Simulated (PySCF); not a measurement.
Compound: BiMe2(SiH3), C2H9BiSi.
Bonds: Bi1–C2, Bi1–C6, Bi1–Si10. Hydrogens: H3, H4, H5 on C2; H7, H8, H9 on C6; H11, H12, H13 on Si10.

Method used: PBE0-D3(BJ)/def2-SVP geometry optimisation, gas phase, def2 core potentials past Kr in PySCF.

Problem. Give the optimised bond lengths and angles.

Solution. 
```csv
bond,length (Å)
"Bi1–C2, Bi1–C6",2.283
Bi1–Si10,2.664
C2–H3 and 5 like bonds,1.099
"Si10–H11, Si10–H12, Si10–H13",1.499
```

Bonds in one row agree within 0.01 Å and their mean is given. A selection of angles:
```csv
angle,degrees
C2–Bi1–C6,93.1
C2–Bi1–Si10,90.7
C6–Bi1–Si10,90.1
Bi1–C2–H3,109.9
H3–C2–H4,109.8
Bi1–Si10–H11,111.7
Bi1–Si10–H12,109.9
H11–Si10–H12,108.1
```

Si10 (silicon bonded to Bi and 3 H) is tetrahedral (angles from 107.9° to 111.7°). Bi1 (bismuth bonded to 2 C and Si) is pyramidal (angles 93.1°, 90.7° and 90.1°, sum 273.9°, 1.35 Å off the plane of its three neighbours).

No PBE0-D3(BJ)/def2-SVP frequencies stand behind this structure, so it isn't proved a minimum.
